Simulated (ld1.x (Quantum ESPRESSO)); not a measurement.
## Reading a pseudo-wave (Os)

Columns: radius, all-electron u(r) and pseudo u(r) of the 5s shell (level -91.60 eV) of osmium in the configuration [Kr] 4d10 4f14 5s2 5p6 5d6 6s2 6p0; PBEsol, scalar-relativistic, TM scheme, ld1.x (Quantum ESPRESSO) 7.5.

```json
{"r (bohr)": "0.105", "all-electron": "0.2494", "pseudo": "0.0658"}
{"r (bohr)": "0.210", "all-electron": "0.0713", "pseudo": "0.1415"}
{"r (bohr)": "0.315", "all-electron": "-0.6180", "pseudo": "0.2385"}
{"r (bohr)": "0.420", "all-electron": "-0.4741", "pseudo": "0.3706"}
{"r (bohr)": "0.525", "all-electron": "0.0903", "pseudo": "0.5519"}
{"r (bohr)": "0.630", "all-electron": "0.6347", "pseudo": "0.7812"}
{"r (bohr)": "0.735", "all-electron": "0.9950", "pseudo": "1.0138"}
{"r (bohr)": "0.840", "all-electron": "1.1637", "pseudo": "1.1639"}
{"r (bohr)": "0.945", "all-electron": "1.1879", "pseudo": "1.1879"}
{"r (bohr)": "1.050", "all-electron": "1.1203", "pseudo": "1.1203"}
{"r (bohr)": "1.155", "all-electron": "1.0039", "pseudo": "1.0039"}
{"r (bohr)": "1.260", "all-electron": "0.8685", "pseudo": "0.8685"}
{"r (bohr)": "1.365", "all-electron": "0.7325", "pseudo": "0.7325"}
{"r (bohr)": "1.470", "all-electron": "0.6063", "pseudo": "0.6063"}
{"r (bohr)": "1.575", "all-electron": "0.4948", "pseudo": "0.4948"}
{"r (bohr)": "1.680", "all-electron": "0.3993", "pseudo": "0.3993"}
{"r (bohr)": "1.785", "all-electron": "0.3195", "pseudo": "0.3195"}
{"r (bohr)": "1.890", "all-electron": "0.2540", "pseudo": "0.2540"}
{"r (bohr)": "1.995", "all-electron": "0.2007", "pseudo": "0.2007"}
{"r (bohr)": "2.100", "all-electron": "0.1579", "pseudo": "0.1579"}
{"r (bohr)": "2.205", "all-electron": "0.1237", "pseudo": "0.1237"}
{"r (bohr)": "2.310", "all-electron": "0.0967", "pseudo": "0.0967"}
{"r (bohr)": "2.415", "all-electron": "0.0753", "pseudo": "0.0753"}
{"r (bohr)": "2.520", "all-electron": "0.0586", "pseudo": "0.0586"}
{"r (bohr)": "2.625", "all-electron": "0.0455", "pseudo": "0.0455"}
{"r (bohr)": "2.730", "all-electron": "0.0352", "pseudo": "0.0352"}
```

Task: How many radial nodes do the two functions have?

Result: The all-electron 5s function has n − l − 1 = 4 (the table is too coarse to show those close to the nucleus); the pseudo-wave has 0, since the states of the same l below it are removed with the core.

Task: At about which radius was the pseudo-wave matched?

Result: 0.90 bohr, where the columns begin to agree (steps of 0.10 bohr).

Task: Where does each function peak?

Result: Outermost all-electron maximum near 0.94 bohr, pseudo maximum near 0.94 bohr (to the table’s step).

Task: Is the pseudo-wave norm-conserving?

Result: Yes: the TM scheme keeps the norm inside the radius equal to the all-electron one, which fixes the energy derivative of the logarithmic derivative at the level.
